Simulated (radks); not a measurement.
Results of a calculation; reference values are marked as such.
Neutral phosphorus, 15 electrons, occupied as [Ne] 3s2 3p3. Code: a radial shooting solver on a logarithmic mesh with Libxc functionals. Model: Dirac Kohn-Sham, PBE, spin-unpolarised, spherical densities, point nucleus; open shells fill j = l - 1/2 first.

Radial electron density D(r) = 4 pi r^2 rho(r):

r (bohr),D(r) (e/bohr)
0.01159,2.673
0.01485,3.969
0.01902,5.735
0.02438,8.001
0.03124,10.68
0.04003,13.47
0.05171,15.90
0.06627,17.08
0.08492,16.56
0.1088,14.47
0.1395,11.99
0.1787,10.87
0.229,12.11
0.2935,14.71
0.376,16.00
0.4819,13.93
0.6175,9.217
0.7913,4.694
1.014,2.516
1.299,2.392
1.665,2.638
2.134,2.209
2.735,1.318
3.504,0.5643
4.49,0.1745
5.754,0.03758
7.374,0.005023

D(r) has 3 maxima, at r = 0.0701, 0.370, 1.65 bohr, and minima at 0.179, 1.16 bohr, inside which lie 2.20, 10.37 electrons.
